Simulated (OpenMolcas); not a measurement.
# In+: CASPT2 settings compared

```
Program             : OpenMolcas 26.06
Basis               : ANO-R1 [6s5p3d1f]
Scalar Hamiltonian  : X2C, finite nucleus
Active space        : 2 electrons in 4 orbitals (5s 5p)
State averaging     : 2S+1 = 3 even, 3 roots; 2S+1 = 1 even, 7 roots kept (CI in the orbitals of an earlier block); 2S+1 = 3 odd, 3 roots; 2S+1 = 1 odd, 3 roots kept (CI in the orbitals of an earlier block)
Spin-orbit coupling : state interaction with AMFI integrals over the reference wave functions, term energies averaged over their components
```

Methods on the same reference wave functions:
A. CASSCF
B. SS-CASPT2, IPEA 0.1 Eh, sigma2 regulariser 0.4 Eh (closed shells correlated: 4s 4p 4d)
C. SS-CASPT2, IPEA 0.6 Eh, sigma2 regulariser 0.15 Eh (closed shells correlated: 4d)
D. SS-CASPT2, IPEA 0.35 Eh, imaginary shift 0.2 Eh (closed shells correlated: 4d)
E. MS-CASPT2, IPEA 0.6 Eh, sigma2 regulariser 0.15 Eh (closed shells correlated: 4d)

Energies in cm⁻¹ above 5s² ¹S₀, the measured ground level; measured values from NIST Handbook of Basic Atomic Spectroscopic Data.

```json
{"Level": "5s² ¹S₀", "A": "0.0", "B": "0.0", "C": "0.0", "D": "0.0", "E": "0.0", "Measured": "0.0"}
{"Level": "5s 5p ³P°₀", "A": "37940", "B": "42280", "C": "42290", "D": "42260", "E": "42650", "Measured": "42276"}
{"Level": "5s 5p ³P°₁", "A": "38926", "B": "43230", "C": "43250", "D": "43210", "E": "43610", "Measured": "43351"}
{"Level": "5s 5p ³P°₂", "A": "41128", "B": "45470", "C": "45480", "D": "45450", "E": "45840", "Measured": "45830"}
{"Level": "5s 5p ¹P°₁", "A": "68214", "B": "63460", "C": "64450", "D": "64000", "E": "64810", "Measured": "63038"}
{"Level": "5p² ³P₀", "A": "98305", "B": "102820", "C": "102560", "D": "102470", "E": "102920", "Measured": "101608"}
{"Level": "5p² ³P₁", "A": "99635", "B": "104220", "C": "103950", "D": "103860", "E": "104310", "Measured": "103249"}
{"Level": "5p² ³P₂", "A": "101349", "B": "105850", "C": "105600", "D": "105500", "E": "105950", "Measured": "105565"}
{"Level": "5p² ¹D₂", "A": "108124", "B": "111430", "C": "111300", "D": "111170", "E": "111660", "Measured": "97628"}
{"Level": "5p² ¹S₀", "A": "123776", "B": "124160", "C": "124330", "D": "124120", "E": "125050", "Measured": "121289"}
```

Deviations, from unrounded energies. A percentage is the sum of absolute deviations over the sum of measured energies, with the sign that they share, or ± where signs differ.

```json
{"Against measurement": "mean absolute deviation (cm-1)", "Levels": "9", "A": "4800", "B": "2200", "C": "2300", "D": "2200", "E": "2600"}
{"Against measurement": "other configurations (%)", "Levels": "9", "A": "±5.9", "B": "±2.8", "C": "±2.8", "D": "±2.7", "E": "+3.2"}
```

B, C, D lie about equally close to measurement and A furthest from it. The largest miss of D in the table is 5p² ¹D₂, by +14000 cm-1. The ranking rests on the paired levels alone, and a cruder setting can come out closer through cancelling errors.

Among B to E the level of the table that moves most is 5s 5p ¹P°₁, by 1400 cm-1 (lowest in B, highest in E). Moves below CASPT2's spread within the term are not significant.

The lowest spin-free term lies below A's lowest term by 0.449 hartree in B, 0.348 hartree in C, 0.349 hartree in D, 0.350 hartree in E.

Term energies are means over components that CASPT2 splits; among the terms shown or strongly mixed into the levels shown the widest spread is 22 cm-1 (5p² ¹D, E). Terms from blocks run as CI alone lack orbitals of their own. The ¹D term of p² mixes with s d, which this space lacks. Without dynamic correlation excited terms often stand tens of per cent too high (terms of higher spin than the ground term too low), and those without a measured partner can miss by more than the paired ones (holds for A). Some levels mix across a computed gap that differs much from the measured one, so their mixing is not that of the real levels (holds for B; C; D; E). Computed and measured levels are paired by configuration, term and J; levels that our copy of the source lacks, or whose pairing is in doubt (as where it misses far off the trend of its configuration), stay unpaired and out of the deviations. Levels of configurations outside the active space are missing.

° marks odd parity.
